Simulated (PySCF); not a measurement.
## Distorted geometries of Ta(O2)2

Ta(O2)2 (doublet). PySCF 2.14.0, UKS TPSS, Ta def2-SVP with ECP60, O def2-SVP; non-relativistic Hamiltonian with scalar-relativistic core potentials where named; density fitting; no spin-orbit coupling. Relaxed geometry:

```xyz
5

Ta    0.0000    0.0000    0.0000
O     0.3960    0.6278    1.8067
O    -0.3960   -0.6278    1.8067
O     0.3960   -0.6278   -1.8067
O    -0.3960    0.6278   -1.8067
```

**Question.** Order these distorted geometries by energy above the relaxed one, lowest first.
A.
```xyz
5

Ta   -0.0054    0.0834   -0.0012
O     0.4470    0.5630    1.6682
O    -0.5454   -0.6327    1.8937
O     0.4631   -0.7620   -1.7692
O    -0.3593    0.7483   -1.7915
```
B.
```xyz
5

Ta   -0.0081   -0.0689   -0.1236
O     0.4308    0.6852    1.9344
O    -0.4055   -0.6340    1.8368
O     0.3527   -0.6069   -1.7748
O    -0.3700    0.6246   -1.8729
```
C.
```xyz
5

Ta    0.0533   -0.0373    0.0229
O     0.2845    0.5626    1.8125
O    -0.3754   -0.4758    1.7995
O     0.4335   -0.6457   -1.7895
O    -0.3960    0.5962   -1.8454
```

**Answer.** A (0.91 eV), C (1.15 eV), B (1.24 eV).

**Question.** Which forces (eV/Å) act in the one that lies 1.24 eV up?

**Answer.** 
```
Ta  -0.73  2.83 10.02
O   -1.56 -2.57 -2.81
O    1.26  1.67 -1.37
O    1.81 -3.24 -5.21
O   -0.78  1.31 -0.63
```
Forces carry noise of the integration grid, about 0.01 to 0.03 eV/Å.

No frequency check is given that shows the relaxed geometry to be a minimum. Open shells may have lower solutions than the one found.
